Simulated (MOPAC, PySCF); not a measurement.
[Nb(=O)(F)3], neutral singlet in the gas phase. 

Z-matrix (Å, degrees):
```
Nb
O 1 1.7065
F 1 1.8699 2 107.55
F 1 1.8703 2 107.50 3 119.91
F 1 1.8704 2 107.49 4 120.19
```
Charge 0, spin multiplicity 1.

All levels are single points at this geometry (TPSS-D3(BJ)/def2-SVP); Pople sets use spherical d functions. Orbital energies aren't observables, and empty levels follow the basis.

```json
[
 {"level": "B3LYP-D3(BJ)/def2-TZVP in PySCF", "HOMO (eV)": "-10.35", "LUMO (eV)": "-2.81", "gap (eV)": "7.54", "dipole (D)": "1.34", "vertical IE, Delta-SCF (eV)": "–"},
 {"level": "PBE-D3(BJ)/def2-TZVP in PySCF", "HOMO (eV)": "-8.91", "LUMO (eV)": "-3.30", "gap (eV)": "5.61", "dipole (D)": "1.30", "vertical IE, Delta-SCF (eV)": "–"},
 {"level": "TPSSh-D3(BJ)/def2-TZVP in PySCF", "HOMO (eV)": "-9.65", "LUMO (eV)": "-2.91", "gap (eV)": "6.74", "dipole (D)": "1.36", "vertical IE, Delta-SCF (eV)": "–"},
 {"level": "B3LYP/6-311+G** (LANL2DZ on Nb) in PySCF", "HOMO (eV)": "-10.76", "LUMO (eV)": "-3.49", "gap (eV)": "7.27", "dipole (D)": "0.96", "vertical IE, Delta-SCF (eV)": "–"},
 {"level": "B3LYP/6-31G* (LANL2DZ on Nb) in PySCF", "HOMO (eV)": "-10.18", "LUMO (eV)": "-2.83", "gap (eV)": "7.36", "dipole (D)": "1.22", "vertical IE, Delta-SCF (eV)": "13.30"},
 {"level": "B3LYP/LANL2DZ in PySCF", "HOMO (eV)": "-10.81", "LUMO (eV)": "-3.62", "gap (eV)": "7.19", "dipole (D)": "1.01", "vertical IE, Delta-SCF (eV)": "–"},
 {"level": "BP86/6-31G* (LANL2DZ on Nb) in PySCF", "HOMO (eV)": "-8.83", "LUMO (eV)": "-3.38", "gap (eV)": "5.45", "dipole (D)": "1.23", "vertical IE, Delta-SCF (eV)": "–"},
 {"level": "M06-2X/6-31G* (LANL2DZ on Nb) in PySCF", "HOMO (eV)": "-12.25", "LUMO (eV)": "-1.80", "gap (eV)": "10.45", "dipole (D)": "1.12", "vertical IE, Delta-SCF (eV)": "–"},
 {"level": "PBE/6-31G* (LANL2DZ on Nb) in PySCF", "HOMO (eV)": "-8.71", "LUMO (eV)": "-3.25", "gap (eV)": "5.46", "dipole (D)": "1.22", "vertical IE, Delta-SCF (eV)": "12.44"},
 {"level": "SVWN5/6-31G* (LANL2DZ on Nb) in PySCF", "HOMO (eV)": "-8.95", "LUMO (eV)": "-3.48", "gap (eV)": "5.47", "dipole (D)": "1.25", "vertical IE, Delta-SCF (eV)": "–"},
 {"level": "HF/6-31G* (LANL2DZ on Nb) in PySCF", "HOMO (eV)": "-14.78", "LUMO (eV)": "0.77", "gap (eV)": "15.55", "dipole (D)": "1.44", "vertical IE, Delta-SCF (eV)": "12.44"},
 {"level": "PM6 in MOPAC", "HOMO (eV)": "-12.76", "LUMO (eV)": "-0.59", "gap (eV)": "12.16", "dipole (D)": "1.21", "vertical IE, Delta-SCF (eV)": "–"},
 {"level": "PM7 in MOPAC", "HOMO (eV)": "-12.95", "LUMO (eV)": "-0.83", "gap (eV)": "12.12", "dipole (D)": "0.47", "vertical IE, Delta-SCF (eV)": "–"}
]
```
